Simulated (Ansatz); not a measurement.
Ansatz (a program for electronic structure) input (CCSD(T)/aug-cc-pVDZ):

Ansatz 0.2 input:
```yaml
crystal:
  periodic: [false, false, false]
  atoms:
    - {symbol: Ge, position_ang: [-0.00000000, -0.00000000, -0.32649326]}
    - {symbol: O, position_ang: [0.00000000, 0.00000000, 1.30597304]}
basis:
  gaussian:
    orbitals: aug-cc-pVDZ
magnetization: {spin_polarized: false}
correlation: {method: ccsd_t, electrons: outside_noble_gas}
output: {forces: true}
```

End of the output:

```
cycle   4  -8.03278012 eV  change    1.1e-2 eV  update   1.1e-2
cycle   5  -8.02989581 eV  change    2.9e-3 eV  update   4.0e-3
cycle   6  -8.03272095 eV  change   -2.8e-3 eV  update   1.6e-3
cycle   7  -8.03223236 eV  change    4.9e-4 eV  update   5.0e-4
cycle   8  -8.03190580 eV  change    3.3e-4 eV  update   1.8e-4
cycle   9  -8.03188266 eV  change    2.3e-5 eV  update   5.3e-5
cycle  10  -8.03187047 eV  change    1.2e-5 eV  update   1.9e-5
cycle  11  -8.03185074 eV  change    2.0e-5 eV  update   7.8e-6
cycle  12  -8.03184813 eV  change    2.6e-6 eV  update   4.0e-6
perturbative correction -0.42018467 eV, -0.0154415018 hartree
the calculation of the forces begins
Total energy: -58518.32475816 eV, -2150.5087697173 hartree
Atom 0 at    -0.000000    -0.000000    -0.326493 Å, force    -0.000000    -0.000000    -1.549296 eV/Å
Atom 1 at     0.000000     0.000000     1.305973 Å, force    -0.000000    -0.000000     1.549296 eV/Å
Dipole moment:     0.000000     0.000000    -0.676326 e Å
```
